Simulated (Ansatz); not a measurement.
`C#[C][AlH][NH2]` + `N[SiH3]` → `C#CN[SiH3]` + `[NH2][AlH2]`  (substitution at a C–Al bond)

Isolated molecules relaxed with PBE0-D4/def2-TZVP in Ansatz; ΔE leaves out vibrations. CCSD(T)/CBS is the MP2 limit (def2-TZVPP, def2-QZVPP) plus CCSD(T) − MP2 in def2-TZVPP, frozen cores. This one scheme is used for every species. Functionals use def2-TZVPP. One conformer a species, not always the lowest.

```
       level  ΔE (eV)
     BLYP-D4     1.06
    PBE-QIDH     1.15
     LC-ωPBE     1.07
HF/CBS(def2)     1.19
```

(1) What does CCSD(T)/CBS give? (Estimate.)

Largest T1 diagnostic among the species: 0.013.

Results:

(1) Ansatz gave: +1.26 eV. The listed levels differ from it by -0.20, -0.11, -0.19, -0.07 eV.

From BLYP to BHLYP (50 % exact exchange), in def2-TZVPP and without D4, ΔE moves by +0.04 eV. At CCSD(T), def2-SVP lies −0.24 eV from the extrapolated value and def2-TZVPP −0.02 eV. Leaving LDA and LC-ωPBE aside and taking each functional with its dispersion term where it has one, the values, not all of them listed here, spread over 0.16 eV, from revPBE-D4 to B2PLYP. LDA lies −0.17 eV from PBE without D4.
